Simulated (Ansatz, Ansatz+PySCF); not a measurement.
```yaml
atoms:
  - { symbol: B, position_ang: [-0.0327, -0.0105, 0.0363] }
  - { symbol: H, position_ang: [1.2172, 0.0195, -0.0448] }
  - { symbol: H, position_ang: [-0.5711, 1.0270, -0.0339] }
  - { symbol: H, position_ang: [-0.6064, -1.0033, -0.0276] }
```

Basis set: def2-SVP (spherical functions). Correlated methods keep 1 orbital frozen. Charge 0, multiplicity 1.

Computed with Ansatz (development build ahead of 0.2.0); each method stands on the lowest determinant of its kind that the runs found. Restricted open shells among the atoms or ions are ROHF, correlated in semicanonical orbitals with singles. Restricted functionals stand beside restricted open-shell atoms, which can lie above the unrestricted atoms usual in DFT and then raise those values.

(1) Give the atomization energy at this shape (free ground-state atoms in the same class of orbitals less the molecule, no zero-point energy) of singlet BH3 by ωB97X (restricted), ωB97X (unrestricted), r²SCAN (unrestricted), r²SCAN (restricted), PBE0 (unrestricted), PBE0 (restricted), PBE (unrestricted), PBE (restricted), RHF-CCSD(T), RHF-MP2, RHF, UHF.

Answers

(1)

```
               method  atomization energy
   ωB97X (restricted)            12.14 eV
 ωB97X (unrestricted)            12.10 eV
r²SCAN (unrestricted)            12.11 eV
  r²SCAN (restricted)            12.17 eV
  PBE0 (unrestricted)            11.99 eV
    PBE0 (restricted)            12.03 eV
   PBE (unrestricted)            11.92 eV
     PBE (restricted)            11.95 eV
          RHF-CCSD(T)            11.62 eV
              RHF-MP2            11.55 eV
                  RHF            10.09 eV
                  UHF            10.01 eV
```
